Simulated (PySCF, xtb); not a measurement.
Be(Me)2 (C2H6Be), SMILES [CH3][Be][CH3].

GFN2-xTB in xtb at its own geometry gives an orbital gap of 5.31 eV and a dipole moment of 0.00 D.

Geometry: r2SCAN-D4/def2-TZVP. The isomer is the one that the SMILES or the coordinates give; other isomers of the formula were not compared.

### Question
What does ωB97X/def2-TZVPD (PySCF) give? (Estimate from the structure and the level; the computed values follow.)

### Answer
gap 12.04 eV (levels -10.56 and 1.49 eV), dipole 0.00 D.
